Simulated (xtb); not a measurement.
C3H9FOSi, SMILES CO[Si@@H](C)CF. All values are semi-empirical tight-binding results from xtb (GFN2-xTB unless named), good for trends rather than for accurate numbers. Geometry optimised at GFN2-xTB. The structure was generated by enumeration; whether it is a known compound was not checked. Other conformers were not sampled.

Optimised geometry:

```xyz
15

C      2.4691    -0.5501    -0.0793
O      1.3118    -0.4512    -0.8579
Si    -0.2549    -0.2889    -0.4512
C     -0.8784    -1.5617     0.8163
C     -0.5651     1.4602     0.3020
F     -1.9170     1.7028     0.4659
H      2.6307     0.3620     0.5003
H      3.3126    -0.6979    -0.7546
H      2.4064    -1.3986     0.6054
H     -0.8356    -0.3948    -1.7817
H     -0.3630    -1.4710     1.7711
H     -1.9393    -1.4364     1.0093
H     -0.7277    -2.5766     0.4578
H     -0.1924     2.2573    -0.3475
H     -0.1178     1.5938     1.2929
```
Charge 0, spin multiplicity 1.

| Property | Result |
|---|---|
| orbital gap | 6.32 eV |
| dipole moment | 3.17 D |
| zero-point energy | 72.2 kcal/mol |
| G − E(el) at 298.15 K (modified RRHO) | 50.2 kcal/mol |
| static polarisability (D4 model) | 72.9 bohr³ |
| solvation energy, GFN2-xTB/ALPB(water) | -2.7 kcal/mol |
| solvation energy, GFN2-xTB/ALPB(acetone) | -6.1 kcal/mol |

**Question.** Give the atomic charges and the Wiberg bond orders between heavy atoms. (Estimate from the structure and the level; the computed values follow.)

**Answer.** charges (e) C1 0.04, O2 -0.36, Si3 0.53, C4 -0.20, C5 0.00, F6 -0.28, H7 0.04, H8 0.06, H9 0.04, H10 -0.05, H11 0.05, H12 0.05, H13 0.04, H14 0.03, H15 0.04. Bond orders C1–O2 0.99, O2–Si3 1.15, Si3–C4 0.92, Si3–C5 0.83, C5–F6 0.94.
